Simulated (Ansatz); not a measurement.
Consider the redistribution: `[Cl][Sn]([Cl])([Cl])[Br]` + `N[SiH]` → `[NH2][Sn]([Cl])([Cl])[Cl]` + `[SiH]Br`.

Program: Ansatz. Geometries: PBE0-D4/def2-TZVP. ΔE: electronic, gas phase. CBS: MP2 limit from def2 TZ/QZ plus the TZ coupled-cluster correction, frozen cores. This one scheme is used for every species. DFT in def2-TZVPP. B3LYP here is the variant with VWN-RPA as its local correlation; programs differ in this. HSE06 is defined as in plane-wave codes. def2 core potentials past Kr. For Br, Sn outer-core shells are correlated without core-valence functions, which leaves a few kJ/mol of doubt a bond. Scalar relativity is left out up to krypton. Each species was taken in one conformer, which may not be the lowest.

(1) Is it downhill or uphill in electronic energy at CCSD(T)/CBS, and by how much? (An estimate is asked.)

(2) What do these levels give: B97M-V, B3LYP-D4, BHLYP-D4, ωB97M-V, r2SCAN0, HSE06, BHLYP, HF/def2-SVP, CCSD/def2-SVP, HF/def2-QZVPP, SCS-MP2/def2-QZVPP, CCSD/CBS(def2)? (An estimate is asked.)

Largest T1 diagnostic among the species: 0.015.

Answers

(1) Computed: Uphill: ΔE = +18.3 kcal/mol.

(2) Computed: B97M-V 19.0, B3LYP-D4 19.1, BHLYP-D4 19.8, ωB97M-V 18.5, r2SCAN0 18.9, HSE06 18.2, BHLYP 19.2, HF/def2-SVP 20.5, CCSD/def2-SVP 20.3, HF/def2-QZVPP 19.5, SCS-MP2/def2-QZVPP 18.6, CCSD/CBS(def2) 18.5 kcal/mol.

In def2-TZVPP, CCSD(T) changes the Hartree–Fock value by −1.8 kcal/mol (the triples alone add −0.2 kcal/mol) and MP2 by −1.1 kcal/mol. From BLYP to BHLYP (50 % exact exchange), in def2-TZVPP and without D4, ΔE moves by +1.2 kcal/mol.
